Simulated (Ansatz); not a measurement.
## AuO (charge +1): shapes and states compared

Calculated in Ansatz's Gaussian-basis code. Basis cc-pwCVTZ-PP on Au, cc-pVTZ on O, scalar-relativistic core potentials (60 electrons on Au), no spin–orbit coupling, 1 orbital frozen in the corrections; active space CAS(16,10), shells under the valence barred from it. Restricted Hartree–Fock, then the lowest state-specific CASSCF solution met for each case. Single-reference values can break down or jump between states where bonds are stretched. Solutions in different active orbitals can move differences by tenths of an eV and at times more than 1 eV.

Case A, triplet: bond length 1.8490 Å.

Case B, singlet: the shape of A.

Energy less that of case A, in eV:

```tsv
case	RHF/ROHF	CASSCF
B	+2.874	+1.254
```

**Question.** What does SC-NEVPT2 give for these differences?

**Answer.** B: +1.233 eV (28.4 kcal/mol).

**Question.** Which case is lowest, and do the methods agree?

**Answer.** A is lowest in SC-NEVPT2. Of the methods shown, RHF/ROHF, CASSCF agree.
